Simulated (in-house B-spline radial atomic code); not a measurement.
A calculation on Gd VII (Gd6+) (with a hole in an inner shell): its settings, and results tabulated from the run. Method: Dirac-Hartree-Fock, average of the jj configuration, Fermi nucleus of rms radius 5.1569 fm. Calculated with a radial B-spline atomic code at the basis-set limit.

In the input, a minus or plus after the letter marks the j = l - 1/2 or j = l + 1/2 subshell.

Command:
```bash
python run_scf.py task.json out
```
Settings (nuclear radius in fm, mass in u):
```
Z                64
configuration    1s2 2s1 2p6 3s2 3p6 3d10 4s2 4p6 4d10 4f6 5s2 5p-2 5p+3
hamiltonian      dirac
method           hf
spin_polarised   False
nucleus          fermi
rms_radius       5.1569
atomic_mass      157.92411
speed_of_light   137.035999084
```

Output (hartree, bohr):
```
 radial grid: 67 intervals, B-splines of order 8, outer radius 21.6418 bohr

 iter        energy (Eh)    residual
    1      -10908.364073    1.15e+00
    2      -10937.367344    1.17e+00
    3      -10955.564383    2.53e-01
    4      -10956.858889    9.13e-02
    5      -10956.934802    3.20e-02
    6      -10956.953553    8.59e-03
    7      -10956.954472    1.56e-03
    8      -10956.954499    2.45e-04
    9      -10956.954500    1.08e-05
   10      -10956.954500    2.85e-07

 total energy                    -10956.95450
 kinetic                           11909.7966
 electron-nucleus                 -26715.6236
 electron-electron                  3848.8725

 first-order corrections (not in the total)
   Gaunt                            11.0153
   retardation                      -1.1746
   frequency dependence             -0.1641
   self-energy                       7.6886
   Uehling                          -1.2427
   Wichmann-Kroll                    0.0393
   recoil                            0.0242

 orbital      occ     eigenvalue          <r>       <r^2>       <1/r>       r_max    small
 1s1/2      2.000     -1869.1798    0.0219031 0.000654759     71.6475     0.01392  5.69e-02
 2s1/2      1.000      -320.1287    0.0926096   0.0102008     17.1509     0.07896  1.26e-02
 2p1/2      2.000      -303.3910    0.0771316  0.00735166      17.132     0.05964  1.27e-02
 2p3/2      4.000      -277.4298    0.0838861  0.00856423      15.151      0.0654  1.18e-02
 3s1/2      2.000       -75.8644     0.240707   0.0664195     6.36352      0.2225  4.15e-03
 3p1/2      2.000       -69.0442     0.230293   0.0616888      6.2397      0.2094  4.03e-03
 3p3/2      4.000       -63.5160     0.242889   0.0684312     5.73742      0.2213  3.78e-03
 3d3/2      4.000       -51.7009     0.214434   0.0540517     5.62043      0.1751  3.66e-03
 3d5/2      6.000       -50.4778     0.218405   0.0559402     5.49349      0.1785  3.59e-03
 4s1/2      2.000       -18.7683     0.543805    0.333412     2.64458      0.5089  1.30e-03
 4p1/2      2.000       -15.9493     0.553683    0.348255     2.53798      0.5119  1.22e-03
 4p3/2      4.000       -14.6786     0.581025    0.383411      2.3741      0.5365  1.14e-03
 4d3/2      4.000        -9.8933     0.609123    0.428843     2.17026      0.5403  9.81e-04
 4d5/2      6.000        -9.6501     0.618547    0.441912     2.12859      0.5486  9.57e-04
 4f5/2      2.571        -4.0356     0.715549    0.623359     1.73142      0.5327  6.63e-04
 4f7/2      3.429        -3.9969     0.720767    0.632176     1.71767      0.5369  6.55e-04
 5s1/2      2.000        -5.0271       1.2495     1.74056     1.06431       1.151  3.07e-04
 5p1/2      2.000        -4.0838      1.34388     2.02027    0.979012       1.226  2.67e-04
 5p3/2      3.000        -3.8718      1.40367     2.20249    0.929464       1.283  2.49e-04
```

Run time, properties included: 1.2 s on 1 thread of Intel(R) Xeon(R) Platinum 8488C, with other jobs on the host.

For the Dirac Hamiltonian the kinetic term is c α·p + (β - 1)c².
